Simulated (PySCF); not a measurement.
Compound: SiClMe3, C₃H₉ClSi.
Bonds: Si1–Cl2, Si1–C3, Si1–C7, Si1–C11. Hydrogens: H4, H5, H6 on C3; H8, H9, H10 on C7; H12, H13, H14 on C11.

Method: PySCF 2.14.0, PBE0-D3(BJ)/def2-SVP geometry optimisation, gas phase; density fitting, grid level 1; the optimiser is geomeTRIC in internal coordinates, started from a GFN2-xTB structure with every atom displaced at random (about 0.03 Å).

The end geometry, which sets the zero of energy:
```
atom  x, y, z in Å
Si1     0.0032   -0.0032    0.4080
Cl2     0.0309   -0.0013    2.5031
C3      1.7804   -0.0142   -0.1735
H4      2.3289    0.8547    0.2207
H5      1.8232    0.0220   -1.2742
H6      2.2979   -0.9262    0.1607
C7     -0.8853    1.5486   -0.1394
H8     -1.9227    1.5587    0.2279
H9     -0.9093    1.6096   -1.2394
H10    -0.3788    2.4476    0.2435
C11    -0.9053   -1.5441   -0.1366
H12    -1.9422   -1.5415    0.2317
H13    -0.4091   -2.4478    0.2474
H14    -0.9315   -1.6067   -1.2367
```

**Question.** These geometries come from the run, each turned onto the end geometry. Order them by energy, lowest first.
A.
```
atom  x, y, z in Å
Si1     0.0101   -0.0059    0.4228
Cl2     0.0167    0.0108    2.5047
C3      1.7759   -0.0131   -0.1773
H4      2.3378    0.8477    0.2186
H5      1.8212    0.0338   -1.2772
H6      2.3140   -0.9208    0.1439
C7     -0.8827    1.5371   -0.1407
H8     -1.9228    1.5401    0.2249
H9     -0.9026    1.5996   -1.2424
H10    -0.3866    2.4395    0.2509
C11    -0.9053   -1.5409   -0.1304
H12    -1.9469   -1.5192    0.2287
H13    -0.4271   -2.4603    0.2485
H14    -0.9211   -1.5921   -1.2317
```
B.
```
atom  x, y, z in Å
Si1     0.0635   -0.0744    0.4523
Cl2    -0.0044   -0.0005    2.4781
C3      1.7488   -0.0006   -0.1886
H4      2.4553    0.8642    0.2236
H5      1.8562    0.0361   -1.2773
H6      2.3212   -0.8774    0.1450
C7     -0.8832    1.5576   -0.1550
H8     -1.8928    1.5951    0.1823
H9     -0.9421    1.6339   -1.1816
H10    -0.4376    2.4592    0.2377
C11    -0.9263   -1.5810   -0.1126
H12    -1.9160   -1.5778    0.2147
H13    -0.5087   -2.4356    0.2252
H14    -0.9532   -1.6425   -1.2006
```
C.
```
atom  x, y, z in Å
Si1     0.0214   -0.0193    0.4356
Cl2    -0.0047    0.0163    2.5006
C3      1.7677   -0.0044   -0.1847
H4      2.3548    0.8358    0.2084
H5      1.8409    0.0431   -1.2822
H6      2.3283   -0.9017    0.1404
C7     -0.8799    1.5261   -0.1422
H8     -1.9212    1.5288    0.2244
H9     -0.9053    1.5896   -1.2421
H10    -0.3905    2.4283    0.2593
C11    -0.9117   -1.5378   -0.1250
H12    -1.9532   -1.5053    0.2285
H13    -0.4418   -2.4602    0.2489
H14    -0.9243   -1.5830   -1.2267
```

**Answer.** A (0.005 eV), C (0.036 eV), B (0.801 eV).

In the order of the answer:

```tsv
step	E above end (eV)	largest force (eV/Å)	rms force component (eV/Å)	rms distance from end (Å)	rms bond change (Å)	bond most changed (Å)
2	0.005	0.31	0.080	0.016	0.004	Si1–Cl2 -0.013
1	0.036	0.92	0.225	0.031	0.010	Si1–Cl2 -0.030
0	0.801	4.09	1.476	0.069	0.061	Si1–C7 +0.112
```

The cost below is that of the whole optimisation. The run took 90 s of wall time on one thread of an Intel Xeon at 2.50 GHz, shared host with 64 logical CPUs at a one-minute load of 64, and the process peaked at 0.47 GiB of memory.
